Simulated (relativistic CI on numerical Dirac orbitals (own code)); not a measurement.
**Hyperfine structure of Bi LXXX, mass number 207**

Method of calculation: Dirac-Coulomb-Breit CI, KLI orbitals optimised for each configuration, a model potential for QED, unscaled Slater integrals (own radial code, finite nucleus).

Configuration list (outside the closed core 1s2): 2s², 2s2p, 2p², 2p3s, 2p3p, 2s3s, 2s3p, 2s3d, 2s4s, 2s4p, 2s4d, 2s4f, 3s², 3s3p, 3p². Levels of other configurations are missing.

Nuclear spin I = 9/2, μ = 4.0729 μN, Q = -0.76 b (tables of Stone and Pyykkö). The electronic factors are computed for point nuclear moments, without core polarisation or the Bohr-Weisskopf and QED corrections.

| Level | E (eV) | A (GHz) | B (GHz) |
| --- | --- | --- | --- |
| 2s2p ³P°1 | 252.3 | 25510 | 101 |
| 2s2p ³P°2 | 2732.2 | 10480 | -1950 |
| 2s2p ¹P°1 | 2838.2 | -8137 | -1080 |
| 2p² ³P1 | 3060.3 | -1739 | -973 |
| 2p² ¹D2 | 3078.2 | 4013 | -1870 |
| 2p² ³P2 | 5594.2 | 1147 | -70.5 |
| 2s3s ³S1 | 14400.8 | 24970 | 0.932 |
| 2s3p ³P°1 | 14498.5 | 21210 | 0.256 |

Levels with J = 0, under 50 % of one LS term, or S terms without an open s electron are left out. Small factors come from cancelling terms and can be off by tens of per cent or more.

At this charge energies of transitions that change n are usually good to better than 1 %, and those within a shell (Δn = 0) to a few per cent.

Give the hyperfine levels of 2s2p ³P°1 relative to its centre of gravity.

With K = F(F + 1) − I(I + 1) − J(J + 1), E = AK/2 + B[¾K(K + 1) − I(I + 1)J(J + 1)]/[2I(2I − 1)J(2J − 1)]: F = 7/2: -140200, F = 9/2: -25570, F = 11/2: 114800 GHz.

LS names give the leading component of a level, which can be under half, so a name can repeat, a term be missing and a line seem to break the LS rules.
